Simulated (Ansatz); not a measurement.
Reactions of `C#[C][SnH2][F]`.

Isolated molecules relaxed with PBE0-D4/def2-TZVP in Ansatz; ΔE leaves out vibrations. CCSD(T)/CBS is the MP2 limit (def2-TZVPP, def2-QZVPP) plus CCSD(T) − MP2 in def2-TZVPP, frozen cores. This one scheme is used for every species. Open shells (•) are unrestricted, without spin–orbit coupling. def2 core potentials past Kr. For Sn outer-core shells are correlated without core-valence functions, which leaves a few kJ/mol of doubt a bond. One conformer a species, not always the lowest.

Question: Order these by ΔE at CCSD(T)/CBS, lowest first. (An estimate is asked.)
A. `C#[C][SnH2][F]` + H₂ → `[F][SnH3]` + `C#C`
B. `C#[C][SnH2][F]` + CH₃OH → `C[O][SnH2][F]` + `C#C`
C. `C#[C][SnH2][F]` + CH₃NH₂ → `C#CNC` + `[F][SnH3]`
D. `C#[C][SnH2][F]` + H₂S → `[F][SnH2][SH]` + `C#C`
E. `C#[C][SnH2][F]` + `[CH3]`• → `C#[C][SnH][F]`• + CH₄

Answer: E (-1.37 eV), D (-0.50 eV), B (-0.11 eV), A (+0.03 eV), C (+0.73 eV).

Largest T1 diagnostic: 0.018, for `C#[C][SnH][F]`•.
